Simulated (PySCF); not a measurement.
Compound: (OH)3Sn-O-SiH3.
Cartesian coordinates in Å at the PBE0-D3(BJ)/def2-SVP level; atoms count from 1:
```xyz
12
H6O4SiSn angstrom
Sn     0.8996    0.5469    0.1315
O      2.4652   -0.5385   -0.3413
O      1.2090    2.3810   -0.4957
O      0.6105    0.3464    2.0594
O     -0.7606   -0.0250   -0.7307
Si    -1.9683   -1.1059   -0.3566
H      2.8965   -0.2023   -1.1370
H      0.3877    2.7743   -0.8181
H      1.4131    0.0559    2.5105
H     -2.9240   -0.5225    0.6330
H     -2.7052   -1.4213   -1.6155
H     -1.4080   -2.3716    0.2114
```

Computed with TDDFT CAM-B3LYP/def2-SVPD, vertical, gas phase, core orbitals frozen in the response, def2 core potentials past Kr (PySCF 2.14.0, density-fitted response routines). Spin–orbit coupling is left out.

Frontier orbitals with the atoms that hold most of them (Löwdin shares over 4%, at most four atoms; ? is withheld):

```csv
orbital,ε (eV),atoms
LUMO+2,1.19,"O2 22%, Sn1 16%, O4 13%, O3 11%"
LUMO+1,1.08,"O4 16%, Sn1 16%, Si6 16%, O2 9%"
LUMO,-1.22,?
HOMO,?,?
HOMO-1,-10.38,"O5 32%, Si6 25%, H11 18%, H12 14%"
HOMO-2,-10.91,"O3 49%, O4 33%, O2 9%"
HOMO-3,-11.10,"O4 48%, O3 24%, O2 9%, Sn1 6%"
```

Which atoms hold the LUMO, and with what shares?

Sn1 (bonded to 4 O) 36%; O2 (bonded to Sn and H) 13%; O3 (bonded to Sn and H) 13%; O4 (bonded to Sn and H) 13%. By element: oxygen 40% or more, tin 36%.

Give the leading atoms of the HOMO.

O5 (bonded to Si and Sn) 38%; Si6 (bonded to O and 3 H) 24%; H10 (bonded to Si) 20%; H12 (bonded to Si) 8%. By element: oxygen 38% or more, hydrogen 28% or more, silicon 24%.

What is the HOMO energy, and the HOMO–LUMO gap?

ε(HOMO) = -10.22 eV; the gap is 8.99 eV (0.3305 hartree).

How does S1 compare with the orbital gap of 8.99 eV?

S1 is at 5.88 eV (f = 0.011), 3.12 eV below the gap, made of HOMO→LUMO (72%), HOMO-2→LUMO (10%). 

Next come S2 at 5.97 eV (f 0.026), HOMO-2→LUMO (58%), HOMO-1→LUMO (21%); S3 at 6.15 eV (f 0.032), HOMO-4→LUMO (45%), HOMO-1→LUMO (19%), HOMO→LUMO (10%); S4 at 6.23 eV (f 0.077), HOMO-3→LUMO (40%), HOMO-1→LUMO (24%), HOMO-2→LUMO (13%); S5 at 6.46 eV (f 0.049), HOMO-3→LUMO (36%), HOMO-4→LUMO (27%), HOMO-1→LUMO (21%).

One conformer stands for the species.
